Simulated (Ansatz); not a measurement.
An input meant for (4-methoxyphenyl)phenyliodonium mesylate (C₁₄H₁₅IO₄S) (charge 0, singlet).

```yaml
crystal:
  periodic: [false, false, false]
  atoms:
    - {symbol: C, position_ang: [-8.409453, 2.775553, 1.804970]}
    - {symbol: O, position_ang: [-7.552467, 0.374534, 3.664407]}
    - {symbol: C, position_ang: [-5.666300, -1.604958, 2.541368]}
    - {symbol: C, position_ang: [-4.801295, -1.628304, -0.438449]}
    - {symbol: C, position_ang: [-2.592348, -3.543141, -1.385106]}
    - {symbol: C, position_ang: [-1.338672, -5.448180, 0.677462]}
    - {symbol: I, position_ang: [2.725179, -7.381707, -0.564829]}
    - {symbol: C, position_ang: [5.395796, -3.607466, 0.706255]}
    - {symbol: C, position_ang: [7.630439, -4.043779, 2.777829]}
    - {symbol: C, position_ang: [9.134089, -1.520432, 3.745882]}
    - {symbol: C, position_ang: [8.318640, 1.277130, 2.709268]}
    - {symbol: C, position_ang: [6.037646, 1.587273, 0.654223]}
    - {symbol: C, position_ang: [4.546138, -0.900163, -0.436963]}
    - {symbol: C, position_ang: [-2.237790, -5.591908, 3.637102]}
    - {symbol: C, position_ang: [-4.467443, -3.686959, 4.539967]}
    - {symbol: H, position_ang: [-9.906418, 2.016524, 0.028707]}
    - {symbol: H, position_ang: [-6.468235, 3.839564, 0.772397]}
    - {symbol: H, position_ang: [-9.587037, 4.341796, 3.243364]}
    - {symbol: H, position_ang: [-5.575251, 0.022317, -2.046302]}
    - {symbol: H, position_ang: [-1.769903, -3.272959, -3.649661]}
    - {symbol: H, position_ang: [8.190352, -6.231053, 3.646051]}
    - {symbol: H, position_ang: [10.914113, -1.760537, 5.370719]}
    - {symbol: H, position_ang: [9.469079, 3.239749, 3.539427]}
    - {symbol: H, position_ang: [5.263464, 3.742428, -0.136083]}
    - {symbol: H, position_ang: [2.811079, -0.567756, -2.132803]}
    - {symbol: H, position_ang: [-1.201769, -7.099318, 5.218427]}
    - {symbol: H, position_ang: [-5.228315, -3.671726, 6.835890]}
    - {symbol: C, position_ang: [0.180849, 6.220368, -6.966975]}
    - {symbol: S, position_ang: [-1.072609, 3.438401, -4.393955]}
    - {symbol: O, position_ang: [-4.372201, 3.448362, -4.691561]}
    - {symbol: O, position_ang: [0.361543, 0.610762, -5.480376]}
    - {symbol: O, position_ang: [0.020411, 4.365744, -1.413882]}
    - {symbol: H, position_ang: [-0.781647, 8.351201, -6.297598]}
    - {symbol: H, position_ang: [2.610457, 6.312313, -6.888319]}
    - {symbol: H, position_ang: [-0.580164, 5.596306, -9.190830]}
basis:
  gaussian: {orbitals: def2-mTZVP, fitting: {mean_field: def2-universal-jkfit}}
hamiltonian: {xc: {name: PBE0}, pseudopotentials: {relativity: none}}
output: {forces: true}
```

```sh
$ ansatz run in.yaml --threads 2 --pin off --events-out ev --progress --plain --max-ram 32768MiB --backend cuda --devices 0, --max-vram 18GiB
```

Output, abridged:

```
Functional definition: PBE0
1974 factors; integrals over basis functions are off by at most 1.2e0 eV
mean field evaluation 1: about -41377.0467 eV, gradient 2.1e2 eV
mean field evaluation 2: about -35824.7249 eV, gradient 6.3e2 eV
mean field evaluation 4: about -39905.7990 eV, gradient 4.0e2 eV
mean field evaluation 8: about -41652.2380 eV, gradient 4.0e1 eV
mean field evaluation 16: about -41670.9709 eV, gradient 1.6e0 eV
mean field evaluation 32: about -41671.0971 eV, gradient 5.6e-5 eV
mean field evaluation 64: about -41671.0884 eV, gradient 4.0e-1 eV
mean field evaluation 96: about -41663.2762 eV, gradient 2.6e1 eV
mean field evaluation 128: about -41667.7881 eV, gradient 1.4e1 eV
mean field evaluation 160: about -41671.0957 eV, gradient 6.1e-3 eV
mean field -41671.09706776 eV, -1531.3845715561 hartree, gradient 2.6e-6 eV, S^2 0.000000; 10 other end points of the search recorded, 0 dependent functions left out
reference -41671.09720340 eV, -1531.3845765410 hartree; 86, 86 occupied and 379, 379 virtual orbitals, 1974 factors
Total energy: -41671.09720340 eV, -1531.3845765410 hartree
Atom 0 at    -8.409453     2.775553     1.804970 Å, force    -0.345780     0.856435    -0.636092 eV/Å
Atom 1 at    -7.552467     0.374534     3.664407 Å, force     0.859673    -0.458026    -1.216818 eV/Å
Atom 2 at    -5.666300    -1.604958     2.541368 Å, force    -0.599754     0.681655     0.359705 eV/Å
Atom 3 at    -4.801295    -1.628304    -0.438449 Å, force    -0.321530     1.011083    -0.962839 eV/Å
Atom 4 at    -2.592348    -3.543141    -1.385106 Å, force     0.432679     0.271287    -1.087763 eV/Å
Atom 5 at    -1.338672    -5.448180     0.677462 Å, force    -0.243838     0.316374     0.081990 eV/Å
Atom 6 at     2.725179    -7.381707    -0.564829 Å, force    -0.191774     0.335003     0.170904 eV/Å
Atom 7 at     5.395796    -3.607466     0.706255 Å, force     0.198027     0.418680     0.135679 eV/Å
Atom 8 at     7.630439    -4.043779     2.777829 Å, force     0.236799    -1.040976     0.403979 eV/Å
Atom 9 at     9.134089    -1.520432     3.745882 Å, force     1.068650    -0.091104     0.996579 eV/Å
Atom 10 at     8.318640     1.277130     2.709268 Å, force     0.704069     1.176374     0.531316 eV/Å
Atom 11 at     6.037646     1.587273     0.654223 Å, force    -0.526254     1.296285    -0.514733 eV/Å
Atom 12 at     4.546138    -0.900163    -0.436963 Å, force    -0.732705     0.180853    -0.713627 eV/Å
Atom 13 at    -2.237790    -5.591908     3.637102 Å, force     0.522828    -0.717476     0.818110 eV/Å
Atom 14 at    -4.467443    -3.686959     4.539967 Å, force    -0.433515     0.066754     1.358477 eV/Å
Atom 15 at    -9.906418     2.016524     0.028707 Å, force     1.263128     0.611944     1.520468 eV/Å
Atom 16 at    -6.468235     3.839564     0.772397 Å, force    -1.614542    -0.911587     0.887812 eV/Å
Atom 17 at    -9.587037     4.341796     3.243364 Å, force     1.023764    -1.372327    -1.212409 eV/Å
Atom 18 at    -5.575251     0.022317    -2.046302 Å, force     0.749113    -1.571309     1.565831 eV/Å
Atom 19 at    -1.769903    -3.272959    -3.649661 Å, force    -0.738006    -0.294017     2.167113 eV/Å
Atom 20 at     8.190352    -6.231053     3.646051 Å, force    -0.581792     2.045136    -0.868371 eV/Å
Atom 21 at    10.914113    -1.760537     5.370719 Å, force    -1.725346     0.249040    -1.575848 eV/Å
Atom 22 at     9.469079     3.239749     3.539427 Å, force    -1.113760    -1.909859    -0.805186 eV/Å
Atom 23 at     5.263464     3.742428    -0.136083 Å, force     0.762764    -2.103372     0.785629 eV/Å
Atom 24 at     2.811079    -0.567756    -2.132803 Å, force     1.553546    -0.362949     1.511513 eV/Å
Atom 25 at    -1.201769    -7.099318     5.218427 Å, force    -0.964158     1.419298    -1.552842 eV/Å
Atom 26 at    -5.228315    -3.671726     6.835890 Å, force     0.739993    -0.009288    -2.243790 eV/Å
Atom 27 at     0.180849     6.220368    -6.966975 Å, force     0.446388     1.034981    -0.957715 eV/Å
Atom 28 at    -1.072609     3.438401    -4.393955 Å, force    -0.075776    -0.190771     0.210558 eV/Å
Atom 29 at    -4.372201     3.448362    -4.691561 Å, force     0.800738    -0.009633     0.080863 eV/Å
Atom 30 at     0.361543     0.610762    -5.480376 Å, force    -0.312397     0.645781     0.282166 eV/Å
Atom 31 at     0.020411     4.365744    -1.413882 Å, force    -0.261563    -0.241086    -0.754984 eV/Å
Atom 32 at    -0.781647     8.351201    -6.297598 Å, force     0.825653    -1.806376    -0.579108 eV/Å
Atom 33 at     2.610457     6.312313    -6.888319 Å, force    -2.059174    -0.068075    -0.075473 eV/Å
Atom 34 at    -0.580164     5.596306    -9.190830 Å, force     0.653854     0.541271     1.888907 eV/Å
Dipole moment:     1.862050    -2.235358     2.953543 e Å
```

In this input the geometry is stretched to more than twice its size. The calculation finished and met its thresholds. The result belongs to that input, not to the species as meant.

In the def2 sets I takes a core potential; there is no spin–orbit coupling. The restricted singlet is unstable towards broken spin symmetry in Hartree–Fock (as tested in another run); at RKS PBE0/def2-mTZVP this wasn't settled.
